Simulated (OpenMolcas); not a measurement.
**Pr4+: ligand-field states by method**

Pr4+ with 8 ligands (fluoride) in square antiprismatic coordination (D4d) at 2.27 Å, a polar angle of 60.2° against the regular 57.3°. A charge of +0.5 e stands 3.2 Å behind each ligand. Ligand basis ANO-RCC-VDZP.
```
Pr    0.0000    0.0000    0.0000
F     1.8192    0.7536    1.1293
F    -0.7536    1.8192    1.1293
F    -1.8192   -0.7536    1.1293
F     0.7536   -1.8192    1.1293
F     1.8192   -0.7536   -1.1293
F     0.7536    1.8192   -1.1293
F    -1.8192    0.7536   -1.1293
F    -0.7536   -1.8192   -1.1293
```

```
Program             : OpenMolcas 26.06
Basis               : ANO-RCC-VDZP [7s6p4d2f1g]
Scalar Hamiltonian  : DKH2, point nucleus
Active space        : 1 electron in 7 orbitals (4f)
State averaging     : 2S+1 = 2 odd, 7 roots
Spin-orbit coupling : state interaction with AMFI integrals over the reference wave functions
```

I. CASSCF
II. SS-CASPT2, IPEA 0.25 Eh, imaginary shift 0.1 Eh (closed shells correlated: 5s 5p and the ligand valence shells)

Spin-free states in cm-1, each column counted from its own energy of the first state listed:

```tsv
State	Degeneracy	I	II
2S+1 = 2	2	0	0
2S+1 = 2	1	322	590
2S+1 = 2	2	821	1010
2S+1 = 2	2	1094	1420
```

From I to II, I's first state of the same spin (2S+1 = 2) moves from 322 to 590 cm-1, by about +270 cm-1.

With spin-orbit coupling the lowest J multiplet is 717 (I), 822 (II) cm-1 wide, a factor of 1.15 from I to II.

χT at 300 K: I 0.65, II 0.61 cm3 K/mol.

Over all roots computed the reference weight is 0.66 in II; a low but even weight reflects the number of correlated electrons. Splittings of an f shell from a small cluster at a set distance can be off by tens of per cent, mostly too small (holds for II). No measured value stands beside these numbers; the geometry is a model, was not optimised and need not be the one that this ion takes.
